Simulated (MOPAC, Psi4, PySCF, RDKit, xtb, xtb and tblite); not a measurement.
Relaxed torsion scan: C₃H₉BrSi, SMILES CCC[SiH2]Br. Scanned: dihedral C1–C2–C3–Si4; all other coordinates were relaxed at GFN2-xTB. Points at φ and −φ are mirror images.

Geometry of the scan point at -150° (Å):
```
14

C      1.5561     0.6967     0.1827
C      0.9127    -0.4711     0.9209
C     -0.3256    -0.9969     0.1898
Si    -1.6165    -1.7302     1.3609
Br    -3.3234    -2.4259     0.1167
H      2.4486     1.0345     0.7049
H      1.8397     0.4020    -0.8261
H      0.8621     1.5319     0.1140
H      0.6389    -0.1303     1.9241
H      1.6365    -1.2791     1.0433
H     -0.0268    -1.7168    -0.5752
H     -0.7935    -0.1662    -0.3488
H     -1.1540    -2.9137     2.0732
H     -2.1796    -0.7280     2.2561
```

Computed with: GFN2-xTB (xtb and tblite); MMFF94 // GFN2-xTB (RDKit); PBE/def2-TZVP // GFN2-xTB (Psi4); PBE-D3(BJ)/def2-TZVP // GFN2-xTB (Psi4); UFF // GFN2-xTB (RDKit); PM7, restricted, heats of formation // GFN2-xTB (MOPAC); AM1, restricted, heats of formation // GFN2-xTB (MOPAC); GFN1-xTB // GFN2-xTB (xtb); RKS-B3LYP/6-31G* = restricted B3LYP/6-31G*, spherical d, density fitting // GFN2-xTB in PySCF 2.14.0; RKS-M06-2X/6-31G* = restricted M06-2X/6-31G*, spherical d, density fitting // GFN2-xTB run with PySCF 2.14.0; RMP2/6-31G* = restricted MP2 (frozen core)/6-31G*, spherical d // GFN2-xTB (PySCF); RKS-B3LYP/LANL2DZ = restricted B3LYP/LANL2DZ, with its core potentials past Ne // GFN2-xTB (PySCF).

Least-squares fit of E(φ) = a0 + Σ (a_n cos nφ + b_n sin nφ), n = 1 to 4, to the 24 scan points, in kJ/mol above the lowest point of each profile (levels whose profile four harmonics don't fit are not listed):

```
method                   a0     a1    b1    a2    b2     a3    b3     a4    b4  rms of fit
--------------------  -----  -----  ----  ----  ----  -----  ----  -----  ----  ----------
GFN2-xTB               5.83   1.07  0.00  1.15  0.00   6.04  0.00   0.04  0.00        0.19
MMFF94                14.51  11.78  0.00  6.59  0.00   8.66  0.00  -1.19  0.00        0.30
PBE/def2-TZVP          7.37   3.71  0.00  1.10  0.00   5.03  0.00   0.23  0.00        0.26
PBE-D3(BJ)/def2-TZVP   6.54   2.75  0.00  1.08  0.00   5.16  0.00   0.25  0.00        0.28
UFF                   15.05  10.14  0.00  5.66  0.00  10.14  0.00  -0.88  0.00        0.26
PM7                    8.22   8.35  0.00  3.48  0.00   2.77  0.00  -0.59  0.00        0.04
AM1                    8.11   9.57  0.00  4.16  0.00   2.47  0.00  -0.21  0.00        0.24
GFN1-xTB               3.33   0.13  0.00  0.03  0.00   3.43  0.00   0.22  0.00        0.29
RKS-B3LYP/6-31G*       8.70   4.27  0.00  1.11  0.00   5.69  0.00   0.06  0.00        0.22
RKS-M06-2X/6-31G*      7.00   1.93  0.00  0.77  0.00   6.04  0.00   0.16  0.00        0.32
RMP2/6-31G*            8.61   3.54  0.00  1.27  0.00   6.48  0.00   0.08  0.00        0.32
RKS-B3LYP/LANL2DZ      7.23   3.26  0.00  1.25  0.00   5.51  0.00   0.26  0.00        0.18
```

MMFF94 has few fitted parameters for silicon.
